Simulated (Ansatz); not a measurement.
A nudged elastic band was laid between two geometries of CH₆LiOSi (10 atoms, charge 1, multiplicity 1).

All numbers below come from RKS PBE0/def2-SVP in Ansatz.

- movable images: 7
- climbing image: yes
- spring: 5.0 eV/Å²
- optimiser: quadratic models (default)
- start path: IDPP
- force threshold: 0.05 eV/Å
- iteration limit: 31
- end points: relaxed

Image 0:

```xyz
10
Properties=species:S:1:pos:R:3
Li -0.906 -2.067 -1.177
O -0.197 -0.445 -1.495
Si 0.315 0.720 -0.287
C -0.055 -0.129 1.324
H -0.060 -0.127 -2.399
H -0.493 1.944 -0.517
H 1.762 0.956 -0.520
H 0.525 -1.057 1.459
H -1.130 -0.332 1.461
H 0.239 0.538 2.151
```

Image 8:

```xyz
10
Properties=species:S:1:pos:R:3
Li 0.975 -1.265 -2.645
O -0.190 -0.572 -1.462
Si 0.248 0.593 -0.223
C -0.229 -0.038 1.448
H -1.137 -0.771 -1.485
H -0.409 1.871 -0.602
H 1.718 0.643 -0.467
H 0.234 -1.011 1.670
H -1.321 -0.131 1.550
H 0.110 0.681 2.214
```

Q: What changes between the two ends?

A: No bond is made or broken. The dihedral Li1–O2–Si3–H6 goes from -120 to 112°.

Q: Give the energies along the band, and the barrier.

A: The forces met the threshold. The highest image is number 4 of 0 to 8, 0.027 eV above the first end and 0.066 eV above the last; the last end lies 0.039 eV below the first. A vibrational analysis at the climbing image gives one clearly imaginary mode, 77i cm⁻¹: a first-order saddle point. Limits of this set-up: the dipole of an ion depends on the origin.

| image | path coordinate (Å) | energy (eV) | dihedral Li1–O2–Si3–H6 (°) |
| --- | --- | --- | --- |
| 0 | 0.00 | 0.000 | -120 |
| 1 | 0.36 | 0.005 | -135 |
| 2 | 0.72 | 0.015 | -149 |
| 3 | 1.08 | 0.024 | -163 |
| 4 | 1.43 | 0.027 | -177 |
| 5 | 1.91 | 0.019 | 165 |
| 6 | 2.38 | -0.004 | 147 |
| 7 | 2.86 | -0.028 | 129 |
| 8 | 3.33 | -0.039 | 112 |

Q: What is the geometry of the highest image?

A: 
```xyz
10
Properties=species:S:1:pos:R:3:forces:R:3
Li 0.187 -2.219 -1.758 0.00 0.00 0.00
O -0.171 -0.475 -1.497 -0.01 0.00 0.00
Si 0.313 0.661 -0.237 0.01 0.00 0.00
C -0.184 -0.063 1.394 0.00 0.00 0.00
H -0.684 -0.016 -2.177 0.00 0.00 0.00
H -0.403 1.911 -0.599 0.00 0.00 0.00
H 1.786 0.795 -0.390 0.00 0.00 0.00
H 0.333 -1.011 1.614 0.00 0.00 0.00
H -1.271 -0.223 1.456 0.00 0.00 0.00
H 0.095 0.642 2.195 0.00 0.00 0.00
```

Time of the run: 4.5 min on 1 thread of Intel(R) Xeon(R) Platinum 8259CL CPU @ 2.50GHz (Skylake/Cascade Lake) (shared host), peak memory 0.2 GiB.
